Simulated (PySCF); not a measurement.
GaH₅O₂Si, SMILES [OH][Ga]([OH])[SiH3]. Atoms are numbered in the order given.

```xyz
9

Ga    -0.2875     0.0753    -0.1996
O     -1.6176    -1.1185    -0.3971
H     -2.3532    -0.8615    -0.9674
O     -0.4255     1.6488    -1.0590
H     -1.2139     1.7826    -1.6003
Si     1.6228    -0.4220     1.1509
H      2.1281     0.8182     1.8061
H      2.7046    -0.9842     0.2897
H      1.2708    -1.4245     2.1964
```
Charge 0, spin multiplicity 1.

The structure is a stationary point at B3LYP-D3(BJ)/def2-SVP. The structure was generated by enumeration; whether it is a known compound was not checked. The values are those of a single conformer.

Computed with PBE/def2-TZVP (PySCF).

Gas-phase values at a fixed geometry.

| Property | Result |
|---|---|
| total energy | -2367.33600 hartree |
| highest occupied level | -6.93 eV |
| lowest empty level | -1.77 eV |
| orbital gap | 5.16 eV |
| dipole moment | 1.04 D |
| quadrupole, principal values (traceless, Buckingham form, about the centre of nuclear charge) | -11.68, 0.55, 11.13 D·Å |
| mean static polarisability | 67.4 bohr³ (9.98 Å³) |
| polarisability, principal values | 52.8, 64.8, 84.5 bohr³ |
